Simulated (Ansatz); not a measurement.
Born–Oppenheimer molecular dynamics of C4H8OSi (14 atoms, charge 0, multiplicity 1). It starts from a relaxed structure.

Level of theory: Ansatz 0.2.0, UKS PBE-D4/STO-3G.

* ensemble: NVE (velocity Verlet)
* time step: 0.5 fs
* steps asked: 104
* starting velocities drawn for: 2000 K
* seed: 595067

First frame:

```xyz
14
Properties=species:S:1:pos:R:3
C -0.308 -1.163 -1.034
C 0.097 -0.490 0.069
Si 0.888 -1.319 1.560
C -0.059 1.033 0.204
C -0.702 1.816 -0.993
O 0.329 1.617 1.264
H -0.195 -2.257 -1.128
H -0.771 -0.660 -1.901
H 0.077 -1.097 2.748
H 2.223 -0.784 1.784
H 0.982 -2.748 1.306
H -0.104 1.675 -1.914
H -1.729 1.454 -1.187
H -0.739 2.894 -0.749
```

Task: How far do the bonds stretch over the last three quarters of this one trajectory? (Pairs bonded in most of those frames.)

Result: 
```json
{"bond": "C1–C2", "mean (Å)": "1.361", "spread (Å)": "0.018", "shortest": "1.33", "longest": "1.39"}
{"bond": "C1–H7", "mean (Å)": "1.117", "spread (Å)": "0.052", "shortest": "1.04", "longest": "1.20"}
{"bond": "C1–H8", "mean (Å)": "1.109", "spread (Å)": "0.027", "shortest": "1.06", "longest": "1.16"}
{"bond": "C2–Si3", "mean (Å)": "1.923", "spread (Å)": "0.047", "shortest": "1.82", "longest": "1.97"}
{"bond": "C2–C4", "mean (Å)": "1.565", "spread (Å)": "0.038", "shortest": "1.50", "longest": "1.61"}
{"bond": "Si3–H9", "mean (Å)": "1.480", "spread (Å)": "0.084", "shortest": "1.35", "longest": "1.61"}
{"bond": "Si3–H10", "mean (Å)": "1.486", "spread (Å)": "0.108", "shortest": "1.32", "longest": "1.64"}
{"bond": "Si3–H11", "mean (Å)": "1.469", "spread (Å)": "0.054", "shortest": "1.38", "longest": "1.56"}
{"bond": "C4–C5", "mean (Å)": "1.592", "spread (Å)": "0.027", "shortest": "1.55", "longest": "1.64"}
{"bond": "C4–O6", "mean (Å)": "1.269", "spread (Å)": "0.004", "shortest": "1.26", "longest": "1.28"}
{"bond": "C5–H12", "mean (Å)": "1.116", "spread (Å)": "0.046", "shortest": "1.04", "longest": "1.19"}
{"bond": "C5–H13", "mean (Å)": "1.135", "spread (Å)": "0.089", "shortest": "0.99", "longest": "1.25"}
{"bond": "C5–H14", "mean (Å)": "1.129", "spread (Å)": "0.079", "shortest": "1.01", "longest": "1.24"}
```

Mean temperature of the second half: 1045 K. The conserved energy stayed within 1.9 meV per atom of its start (net change 0.96 meV per atom), so the integration is sound. The temperature averaged 0.52 of the 2000 K drawn at the start: a run that starts near a minimum puts about half its kinetic energy into the potential. A run of 0.052 ps of so small a system gives no equilibrium averages. Limits of this set-up: minimal basis.

Time of the run: 13 min on 1 CPU thread of a shared host.
